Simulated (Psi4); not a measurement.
C₃H₉OSi, doublet, at a GFN2-xTB geometry; MP2/STO-3G in Psi4.

Psi4 was given this input:
```
memory 2 GB

molecule {
0 2
  C     0.58008620    1.53301453   -0.96095516
  Si    0.00713756    0.06888407    0.01286974
  C    -1.47254256   -0.75170448   -0.88078712
  C     1.38099740   -1.22921438    0.26088818
  O    -0.39364180    0.48500791    1.54593934
  H     0.68586640    2.51481670   -0.53330152
  H     0.87512597    1.46449470   -1.99228082
  H    -2.29978321   -0.05858815   -1.00389879
  H    -1.83859389   -1.60773263   -0.32173943
  H    -1.18887090   -1.09926350   -1.86798752
  H     1.00524767   -2.09157314    0.80171729
  H     2.20629421   -0.81369965    0.82862531
  H     1.76769001   -1.57162811   -0.69292830
  H    -1.09501410    1.10615926    1.71922750
}

set basis sto-3g
set reference uhf
set freeze_core true
set mp2_type conv
set scf_type pk
set puream true
set d_convergence 1e-8

energy('mp2')
print_variables()
```

Q: Write the output that Psi4 gives for this input, abridged.

A: 
```
   => Loading Basis Set <=

    Name: STO-3G
    Role: ORBITAL
    Keyword: BASIS

         ---------------------------------------------------------
                                   SCF
               by Justin Turney, Rob Parrish, Andy Simmonett
                          and Daniel G. A. Smith
                              UHF Reference
         ---------------------------------------------------------

  ==> Geometry <==

    Molecular point group: c1
    Full point group: C1

    Geometry (in Angstrom), charge = 0, multiplicity = 2:

       Center              X                  Y                   Z               Mass
    ------------   -----------------  -----------------  -----------------  -----------------
         C            0.581379993350     1.509025029584    -0.994988922639    12.000000000000
         SI           0.008431353350     0.044894569584    -0.021164022639    27.976926534650
         C           -1.471248766650    -0.775693980416    -0.914820882639    12.000000000000
         C            1.382291193350    -1.253203880416     0.226854417361    12.000000000000
         O           -0.392348006650     0.461018409584     1.511905577361    15.994914619570
         H            0.687160193350     2.490827199584    -0.567335282639     1.007825032230
         H            0.876419763350     1.440505199584    -2.026314582639     1.007825032230
         H           -2.298489416650    -0.082577650416    -1.037932552639     1.007825032230
         H           -1.837300096650    -1.631722130416    -0.355773192639     1.007825032230
         H           -1.187577106650    -1.123253000416    -1.902021282639     1.007825032230
         H            1.006541463350    -2.115562640416     0.767683527361     1.007825032230
         H            2.207588003350    -0.837689150416     0.794591547361     1.007825032230
         H            1.768983803350    -1.595617610416    -0.726962062639     1.007825032230
         H           -1.093720306650     1.082169759584     1.685193737361     1.007825032230

  Running in c1 symmetry.

  Rotational constants: A =      0.11528  B =      0.11216  C =      0.10533 [cm^-1]
  Rotational constants: A =   3456.09078  B =   3362.33388  C =   3157.57246 [MHz]
  Nuclear repulsion =  239.588742366469859

  Charge       = 0
  Multiplicity = 2
  Electrons    = 49
  Nalpha       = 25
  Nbeta        = 24

  ==> Algorithm <==

  SCF Algorithm Type is PK.
  DIIS enabled.
  MOM disabled.
  Fractional occupation disabled.
[...]
  @UHF Final Energy:  -476.91268312756728
    Total Energy =                       -476.9126831275672771
  DIE_IF_NOT_CONVERGED          => (empty)
[...]
  WFN                           => (empty)
  WFN_TYPE                      => OMP2            !
  WRITER_FILE_LABEL             => (empty)
  ZORA_BASIS_TOLERANCE          => (empty)
  ZORA_NR_DEBUG                 => (empty)
  ZORA_PRUNING_SCHEME           => (empty)
  ZORA_RADIAL_POINTS            => (empty)
  ZORA_SPHERICAL_POINTS         => (empty)

 ==============================================================================
 ==============================================================================
 ==============================================================================

                             MP2
                    Program Written by Ugur Bozkaya,
              Additional Contributions by J. P. Misiewicz

 ==============================================================================
 ==============================================================================
 ==============================================================================

	MO spaces per irreps...

	IRREP   FC   AOCC  BOCC  AVIR    BVIR  FV
	==========================================
	   A     9    16    15    13     14     0
	==========================================

	Computing MP2 energy using SCF MOs (Canonical MP2)...
	==============================================================================
	Nuclear Repulsion Energy (a.u.)    :   239.58874236646986
	SCF Energy (a.u.)                  :  -476.91268312756728
	REF Energy (a.u.)                  :  -476.91268312756728
	Alpha-Alpha Contribution (a.u.)    :    -0.01117727518360
	Alpha-Beta Contribution (a.u.)     :    -0.18286554392785
	Beta-Beta Contribution (a.u.)      :    -0.01094338161579
	Scaled_SS Correlation Energy (a.u.):    -0.00737355226646
	Scaled_OS Correlation Energy (a.u.):    -0.21943865271342
	SCS-MP2 Total Energy (a.u.)        :  -477.13949533254714
	SOS-MP2 Total Energy (a.u.)        :  -477.13212178028067
	SCSN-MP2 Total Energy (a.u.)       :  -476.95161548353417
	SCS-MP2-VDW Total Energy (a.u.)    :  -477.15781135219464
	SOS-PI-MP2 Total Energy (a.u.)     :  -477.16869488906627
	MP2 Correlation Energy (a.u.)      :    -0.20498620072724
	MP2 Total Energy (a.u.)            :  -477.11766932829454
	==============================================================================

  Variable Map:
  ----------------------------------------------------------------------------
[...]
  Array Variable Map:
  ----------------------------------------------------------------------------
[...]
[...]
```
